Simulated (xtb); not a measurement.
H₂O₃P (SMILES O=[P](O)O), doublet, at a GFN2-xTB geometry. Base run: GFN2-xTB run with xtb 6.7.1.

Geometry (Å):
```xyz
6

O      1.4272    -0.1279     0.4703
P      0.1993     0.0217    -0.3148
O     -0.8992    -1.1622     0.0320
O     -0.6480     1.3325     0.1015
H     -0.4933    -2.0209     0.1520
H     -1.5356     1.3567    -0.2599
```
Charge 0, spin multiplicity 2.
All else is at xtb's defaults.
Base energy -15.77757 Eh.

Variants of this job, named by their change:

```tsv
change	ΔE vs base (kcal/mol)	dipole (D)	G_solv (kcal/mol)	SCF cycles
base	0.000	3.68	-	13
alpb = acetonitrile	-11.92	4.23	-13.67	13
alpb = dmf	-14.42	4.23	-16.71	13
etemp = 10000	-14.89	3.35	-	12
alpb = toluene	-5.81	3.95	-6.08	13
acc = 0.1	0.000	3.68	-	15
etemp = 3000	-0.253	3.65	-	13
gbsa = thf	-13.65	4.39	-17.17	12
```

ALPB and GBSA are two models with their own fitted parameters for each solvent, which aren't always the measured dielectric constant.
